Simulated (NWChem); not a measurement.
## Ionisation of germylsilane (H₆GeSi)

SMILES: [SiH3][GeH3]
```xyz
8

Si     0.0618     1.6043     0.0000
Ge    -0.0299    -0.7770     0.0000
H      0.7828     2.0914     1.2154
H      0.7828     2.0914    -1.2154
H     -1.3209     2.1723     0.0000
H     -0.7716    -1.2892     1.2495
H     -0.7716    -1.2892    -1.2495
H      1.3910    -1.3725     0.0000
```
Charge 0, spin multiplicity 1.

Program: NWChem. Structure: optimised with PBE0/def2-SVP, a minimum by its harmonic frequencies.

Basis set: def2-TZVP. The species with one electron less has spin multiplicity 2 and keeps the geometry of the parent. Δ marks differences of total energies (open shells unrestricted). −ε marks an orbital energy of the parent. That orbital need not have the symmetry of the hole or added electron in the Δ rows.

The Hamiltonian is non-relativistic. The correlated methods keep 14 core orbitals frozen. B3LYP has NWChem's definition, with VWN1-RPA local correlation. No SCF solution was tested for a lower state.

Order these methods by the first vertical ionisation energy they give, lowest first: ΔB2PLYP, −ε(HOMO) of LDA (SVWN5), ΔPBE, G0W0@PBE, −ε(HOMO) of B3LYP, −ε(HOMO) of PBE.

−ε(HOMO) of PBE (7.19 eV), −ε(HOMO) of LDA (SVWN5) (7.28 eV), −ε(HOMO) of B3LYP (8.09 eV), G0W0@PBE (9.93 eV), ΔPBE (10.23 eV), ΔB2PLYP (10.40 eV)
